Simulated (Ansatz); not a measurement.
**Worked example: the enthalpy of C2Cl2F4 + C3H7F → C2ClF5 + C3H7Cl**

Species: C2Cl2F4 (dichlorotetrafluoroethane) `FC(F)(Cl)C(F)(F)Cl`, singlet; C3H7F (2-fluoropropane) `CC(C)F`, singlet; C2ClF5 (chloropentafluoroethane) `FC(F)(F)C(F)(F)Cl`, singlet; C3H7Cl (2-chloropropane) `CC(C)Cl`, singlet. The partners trade Cl for F; both sit on C, so the bond types are kept.

Shapes, held fixed at every level: PBE0-D4/def2-TZVP. Flexible molecules stand in one conformer, not always the lowest. Programs: Ansatz 0.2.0. The zero-point and thermal terms to 298 K, harmonic and unscaled (PBE0-D4/def2-TZVP), stand in the table.

At wB97M-V/def2-TZVPP; 1 Eh = 2625.50 kJ/mol:

| species | energy (Eh) | H(298 K) − E (kJ/mol) | tabulated ΔfH (kJ/mol) |
| --- | --- | --- | --- |
| C2Cl2F4 | -1396.064704 | 90.0 | -937.0 |
| C3H7F | -218.371730 | 267.6 | -293.5 |
| C2ClF5 | -1035.748307 | 94.1 | -1118.8 |
| C3H7Cl | -578.704145 | 265.0 | -144.9 |

Question: Work out the reaction enthalpy at 298 K from the calculation and from the table of heats.

Answer: 
1. Electronic: (-1035.748307) + (-578.704145) − [(-1396.064704) + (-218.371730)] = -0.016018 Eh = -42.1 kJ/mol.
2. Zero-point and thermal: (94.1) + (265.0) − [(90.0) + (267.6)] = +1.5 kJ/mol.
3. Computed ΔH = -40.6 kJ/mol.
4. From the heats of formation (CRC Handbook of Chemistry and Physics): (-1118.8) + (-144.9) − [(-937.0) + (-293.5)] = -33.2 kJ/mol.
5. Computed less tabulated: -7.4 kJ/mol. Tabulated heats carry uncertainties of their own. The tabulated values of C2Cl2F4, C3H7F are in doubt (older tables, estimates, or at odds with other calculations) and kept here.
